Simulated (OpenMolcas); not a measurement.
Cr2+: effect of the metal basis

Cr2+ with its 6 nearest fluoride ions at 2.076 Å, on the Li site of LiF (a = 4.028 Å, distance in the model lattice 2.014 Å). The rest of the host is ab initio model potentials to 7.6 Å and point charges beyond; the distance is set by hand and nothing relaxes, and no local charge compensation is placed.

- Program: OpenMolcas
- Method: SS-CASPT2, IPEA 0.25 Eh, imaginary shift 0.1 Eh (closed shells correlated: 3s 3p and the ligand valence shells)
- Spin-orbit coupling: RASSI with atomic mean-field integrals over the reference wave functions

Fixed: ligand basis ANO-RCC-VDZP, active space 4 electrons in 5 orbitals (3d), DKH2 Hamiltonian.

States (labels of O, the rotations of Oh). Energies in cm-1 above the lowest state or level, χT in cm3 K/mol.

```json
{"Run": "A", "Metal basis": "ANO-RCC-VDZP", "Ground state": "5E", "First state of that spin": "5T2 13000", "First gap with spin-orbit (degeneracies)": "6 (1, 3)", "χT at 300 K": "2.973", "First state of another spin": "3T1 7350", "Cost": "roughly 2.9 core-minutes"}
{"Run": "B", "Metal basis": "ANO-RCC-VTZP", "Ground state": "5E", "First state of that spin": "5T2 12030", "First gap with spin-orbit (degeneracies)": "6 (1, 3)", "χT at 300 K": "2.971", "First state of another spin": "3T1 7190", "Cost": "roughly 6 core-minutes"}
```

Against A, the first state of the same spin changes by -7.5 % in B.

Costs are those of the CASPT2 steps.

Roots that are degenerate in the reference are averaged as groups; the widest CASPT2 spread within a group is 250 cm-1 (the 3-fold group of multiplicity 5 near 12000 cm-1 above the lowest state of its run, B). Shifts and gaps below about the spread of the groups concerned are not significant. Over all roots computed the reference weight is 0.74 to 0.76 in A, 0.73 to 0.75 in B; a low but even weight reflects the number of correlated electrons. An orbital doublet at a regular site is open to a Jahn-Teller distortion, which this geometry leaves out. This shell can be high or low spin here, a state of another spin lies low, and with metal d orbitals alone active their balance is uncertain, so the ground spin may be wrong. Ligand-to-metal charge-transfer states are missing. These CASPT2 states fit no ligand-field parameters well, so their order and spin gaps are uncertain. With no ligand orbital active B as a rule stays too high, so bands that hang on it stand too high and its fall with covalency is understated. With one d shell and no ligand orbital active, 10Dq can be off by tens of per cent for divalent 3d ions, low with halides held by bare charges and at times high in hosts. Free-ion shares, where given, are those of the reference states; single-state CASPT2 does not remix them. No measured value stands beside these numbers; the geometry was set by hand and not optimised.
